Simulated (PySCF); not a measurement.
Species: C₅H₈ClO (doublet state).
SMILES with atom numbers: `[H]/[C:1]=[CH:2]\[C@@H:3]([Cl:4])[CH2:5][O:6][CH3:7]` (hydrogens: H8 on C1; H9 on C2; H10 on C3; H11, H12 on C5; H13, H14, H15 on C7)

Cartesian coordinates in Å at the GFN2-xTB level; atoms count from 1:
```
atom  x, y, z in Å
C1    -3.2025    0.5798   -0.1364
C2    -2.1382    0.0280   -0.6106
C3    -0.9820   -0.5076    0.2208
Cl4   -0.9209   -2.2818    0.0233
C5     0.3423    0.0979   -0.2237
O6     1.3317   -0.2541    0.7086
C7     2.6165    0.1735    0.3356
H8    -3.6332    0.8355    0.8027
H9    -1.9956   -0.1108   -1.6756
H10   -1.1364   -0.3192    1.2845
H11    0.2329    1.1952   -0.2723
H12    0.6072   -0.2658   -1.2286
H13    2.9234   -0.2758   -0.6168
H14    3.2901   -0.1526    1.1248
H15    2.6603    1.2658    0.2418
```

The hyperfine couplings belong to this conformer and change with its torsions.

The calculation used UKS B3LYP, pcH-1 on C Cl H O, non-relativistic, mean-field spin-orbit, GIAO (PySCF). Isolated species at its GFN2-xTB geometry (one conformer only). Couplings are sensitive to structure, and on GFN2-xTB geometries they can be far from those on DFT ones. No stability test was run, so a lower SCF solution isn't excluded.

(1) What is the g tensor, term by term?

(2) Average each term over the three axes. Which is largest in size?

(3) What are the electron Larmor frequencies g μB B/h along the three axes at 3350 mT?

(4) What effective moment and Curie constant follow for a powder?

(5) In a frozen sample, at which fields do the three g values resonate at 9.5, 34, 94 and 263 GHz (hyperfine left aside), and which band first spreads them over more than twice a line width of 0.5 mT?

## Answers

(1) 
```
                    Δg (ppm)     1     2     3
relativistic mass correction  -150  -150  -150
            gauge correction    16    10   -36
   orbital Zeeman/spin–orbit  -114   369   853
                       total  -248   229   667
```

So g = 2.00207, 2.00255, 2.00299 and g_iso = 2.00254; the tensor is rhombic: the two nearest values differ by 48 % of g3 − g1. 

(2) The orbital-Zeeman/spin–orbit term 369, the mass correction -150 and the gauge correction -4 ppm, for a total of 216 ppm. The orbital-Zeeman/spin–orbit term is the largest in size. The mass correction is the same along every axis, so the anisotropy comes from the other two: their spans along these axes are 52 (gauge) and 968 ppm (orbital Zeeman/spin–orbit).

(3) 93.8719, 93.8943, 93.9149 GHz for g1, g2 and g3, a range of 42.9 MHz.

(4) With the mean of g² = 4.0101 and S(S+1) = 0.75: μ_eff = √(⟨g²⟩S(S+1)) = 1.734 μB and χT = 0.12505·⟨g²⟩·S(S+1) = 0.376 cm³ K/mol (cgs; spin-Hamiltonian part alone).

(5) 
| band | GHz | B(g3) mT | B(g2) mT | B(g1) mT | spread mT |
| --- | --- | --- | --- | --- | --- |
| X | 9.5 | 338.87 | 338.94 | 339.03 | 0.15 |
| Q | 34.0 | 1212.80 | 1213.07 | 1213.36 | 0.55 |
| W | 94.0 | 3353.04 | 3353.77 | 3354.57 | 1.53 |
| J | 263.0 | 9381.37 | 9383.42 | 9385.66 | 4.29 |

The spread grows in proportion to the frequency. W band is the first where it exceeds 1.0 mT.

Largest spin populations (Mulliken): C1 (+1.05), C2 (-0.17) and C3 (+0.07). C1 is the only atom above +0.15.

The HOMO–LUMO gaps are 6.26 eV among the α and 4.87 eV among the β orbitals.

Hardware: an Arm Neoverse V1 with one thread (shared host). Cost: 71 s wall (grids of density and orbitals included), 0.96 GiB resident at most.
